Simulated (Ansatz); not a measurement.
VH₂Cl₂⁺. The state is a triplet with charge 1. Geometry PBE-D4/def2-TZVP, that of the neutral doublet; atoms count from 1.

```xyz
5

V     0.0916   -0.0368    0.0049
H    -0.4213    1.4639   -0.3444
H    -1.3441   -0.7552    0.2493
Cl    0.9245    0.1388    1.9555
Cl    0.7493   -0.8107   -1.8653
```

At PBE0-D4/def2-TZVP a singlet of charge 1 lies 1.57 eV below the triplet at the same geometry.

Problem. Estimate the Mulliken populations from the PBE0/def2-TZVP orbitals of Ansatz.

Solution. 
| atom | charge (e) | spin (α − β) | d electrons |
| --- | --- | --- | --- |
| V1 | 0.71 | 1.72 | 3.25 |
| H2 | 0.21 | 0.29 | – |
| H3 | 0.21 | 0.29 | – |
| Cl4 | -0.06 | -0.15 | – |
| Cl5 | -0.06 | -0.15 | – |
Mulliken values and Mayer orders depend strongly on the basis.

Problem. Where does the spin sit?

Solution. Summed by element: V 1.72, H 0.58, Cl -0.30, of 2 unpaired in all. Largest on single atoms: V1 1.72, H3 0.29, H2 0.29.

Problem. And the Mayer bond orders between bonded heavy atoms (over 0.3)?

Solution. V1–Cl4 1.45 (2.13 Å); V1–Cl5 1.45 (2.13 Å).
